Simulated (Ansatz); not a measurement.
`C[O][SnH][NH2]` radical at its PBE0-D4/def2-TZVP geometry, where that method's forces vanish. Charge 0, multiplicity 2. Sn takes the def2 core potential.

```csv
atom,x (Å),y (Å),z (Å)
C1,0.868,-0.180,1.699
O2,-0.186,0.053,0.807
Sn3,0.114,0.745,-1.020
N4,-1.557,-0.050,-1.871
H5,1.213,0.743,2.183
H6,0.516,-0.854,2.487
H7,1.736,-0.657,1.220
H8,1.515,-0.123,-1.615
H9,-2.316,-0.113,-1.200
H10,-1.902,0.436,-2.690
```

(1) For each bond, give half the difference of the two atoms' forces along it (eV/Å; positive pushes the atoms apart) under PBE-D4, r2SCAN-D4, B3LYP-D4, ωB97M-V in def2-TZVPP. (Estimate.)

Results:

(1) The calculation gave: 
| bond | length (Å) | PBE-D4 | r2SCAN-D4 | B3LYP-D4 | ωB97M-V |
| --- | --- | --- | --- | --- | --- |
| C1–O2 | 1.401 | 0.23 | 0.28 | 0.25 | 0.33 |
| C1–H5 | 1.098 | 0.07 | -0.06 | -0.09 | -0.12 |
| C1–H6 | 1.095 | 0.10 | -0.05 | -0.12 | -0.13 |
| C1–H7 | 1.100 | 0.05 | -0.07 | -0.08 | -0.10 |
| O2–Sn3 | 1.977 | 0.44 | 0.10 | 0.23 | -0.11 |
| Sn3–N4 | 2.037 | 0.31 | 0.15 | 0.30 | -0.07 |
| Sn3–H8 | 1.752 | 0.12 | 0.02 | 0.04 | -0.13 |
| N4–H9 | 1.015 | 0.20 | 0.00 | -0.06 | -0.02 |
| N4–H10 | 1.013 | 0.22 | 0.02 | -0.05 | -0.03 |

B3LYP here is the variant with VWN-RPA as its local correlation; programs differ in this.

Results of the Gaussian-basis code of Ansatz.
